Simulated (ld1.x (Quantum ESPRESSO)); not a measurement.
# Mg (Z = 12): one change to a TM potential, before and after

* Element: magnesium
* Generator: ld1.x (Quantum ESPRESSO) 7.5
* Type: norm-conserving Troullier–Martins (Kleinman–Bylander form)
* Functional: LDA (PZ)
* Relativity: scalar-relativistic
* Frozen core: [Ne]
* Valence charge: 2
* Reference configuration: 3s1 3p1
* Partial waves: 3p (bound): rc 2.95 bohr; 3s (bound): rc 2.70 bohr
* Local potential: the s channel
* Core correction: Bessel-smoothed model core inside 1.20 bohr

Change: core correction Bessel-smoothed model core inside 2.20 bohr.

Cutoffs: the cutoffs (Ry, on a coarse ladder) from which the occupation-weighted sum of valence levels, in a spherical-Bessel basis at the reference potential, stays within 10 and 1 mRy of its value at 400 Ry; they do not see the model core or the augmentation charge, which bear on the density cutoff. Errors are all-electron minus pseudo energies relative to the spin-unpolarised reference configuration.

Task: How do hardness, ghosts and transferability respond?

Result: Both files are so soft that the ladder of cutoffs tells neither apart; of the 7 tests that both files solve, the error grows in 3 and shrinks in 3 by more than 15 % and 0.3 meV (median size 2.2 → 3.7 meV); neither file shows a bound ghost. A wider model core is smoother and lowers the density cutoff, which this test does not measure.

| quantity | base | changed |
| --- | --- | --- |
| cutoff, loose | 6 Ry | 6 Ry |
| cutoff, tight | 12 Ry | 12 Ry |
| bound ghosts | none | none |
| error for 3s2 3p0, meV [ΔE -3.52 eV] | -5.0 | -2.9 |
| error for 3s1 3p0, meV [ΔE 4.55 eV] | +2.0 | +2.2 |
| error for 3s1.5 3p0, meV [ΔE -0.33 eV] | -2.2 | -1.6 |
| error for 3s0 3p1, meV [ΔE 8.94 eV] | +1.4 | +6.1 |
| error for 3s0 3p2, meV [ΔE 3.75 eV] | -6.4 | -3.7 |
| error for 3s1 3p1 (spin-polarised), meV [ΔE -0.69 eV] | -1.4 | +8.5 |
| error for 3s1 3p0 (spin-polarised), meV [ΔE 4.23 eV] | -3.3 | +5.6 |
| s: phases at 3.19 bohr within 0.05 rad from the reference energy up to (Ry; the scan ends near 5) | 1.3 | 1.3 |
| p: phases at 3.19 bohr within 0.05 rad from the reference energy up to (Ry; the scan ends near 5) | 0.8 | 0.8 |
